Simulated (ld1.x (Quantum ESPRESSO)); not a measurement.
chromium (Cr), TM: configuration errors across variants

```json
{
 "Element": "chromium (Cr)",
 "Generator": "ld1.x (Quantum ESPRESSO) 7.5",
 "Type": "norm-conserving Troullier–Martins (Kleinman–Bylander form)",
 "Functional": "PBEsol",
 "Relativity": "scalar-relativistic",
 "Frozen core": "[Ne]",
 "Valence charge": "14",
 "Reference configuration": "3s2 3p6 3d5 4s1 4p0",
 "Partial waves": "3p (bound): rc 1.55 bohr; 3d (bound): rc 2.20 bohr; 4f channel at 0.05 Ry: rc 1.90 bohr; 3s (bound): rc 0.95 bohr",
 "Local potential": "the s channel",
 "Core correction": "none"
}
```

Occupied shells without a wave of their own: 4s. They enter only through the test configuration that unscreens the potential.

All-electron excitation energies from the reference (eV): (1) 3s2 3p6 3d5 4s0 4p0 6.873; (2) 3s2 3p6 3d4 4s0 4p0 22.887; (3) 3s2 3p6 3d3 4s0 4p0 53.592; (4) 3s2 3p6 3d4 4s1 4p0 8.009; (5) 3s1 3p6 3d5 4s1 4p0 80.040; (6) 3s2 3p6 3d5 4s0 4p1 3.143; (7) 3s2 3p6 3d4 4s2 4p0 -0.094.

For the base: The 4s level has no wave, so the channel is fitted at the deeper level alone: the likely source of the large errors.

A true bound ghost makes a file unfit for plane-wave use even where its test errors are small: the radial tests pick states by their node count and pass the ghost by.

The file “all radii scaled by about 1.37 (s 1.30, p 2.12, d 3.00, f 2.60 bohr)” misses its own reference levels by 0.3 eV.

Errors AE − PS in meV (a dash: test not solved or not reliable):

```csv
change,(1),(2),(3),(4),(5),(6),(7),bound ghosts
base,-53,-111,+59,+20,-381,-41,+104,none
"all radii scaled by about 0.76 (s 0.72, p 1.18, d 1.68, f 1.46 bohr)",-43,-79,-69,+3.4,-108,-30,+54,none
"all radii scaled by about 0.85 (s 0.82, p 1.32, d 1.88, f 1.62 bohr)",-34,-69,-16,+6.1,-181,-23,+54,none
"all radii scaled by about 0.93 (s 0.88, p 1.44, d 2.06, f 1.78 bohr)",-37,-81,+31,+12,-281,-27,+72,none
"all radii scaled by about 1.14 (s 1.08, p 1.76, d 2.50, f 2.16 bohr)",-121,-230,+76,+44,-600,-101,+213,none
"all radii scaled by about 1.21 (s 1.16, p 1.88, d 2.66, f 2.30 bohr)",-204,-366,-14,+58,-712,-169,+316,f
"all radii scaled by about 1.29 (s 1.22, p 2.00, d 2.84, f 2.44 bohr)",-283,-490,+10,+86,-892,-243,+430,f
"all radii scaled by about 1.37 (s 1.30, p 2.12, d 3.00, f 2.60 bohr)",-448,-747,-195,+109,-1034,-380,+616,none
```

(1) Give the same row for: all radii scaled by about 1.08 (s 1.02, p 1.68, d 2.38, f 2.06 bohr).

Answers

(1) -85, -170, +76, +32, -504, -69, +159; bound ghosts: none.
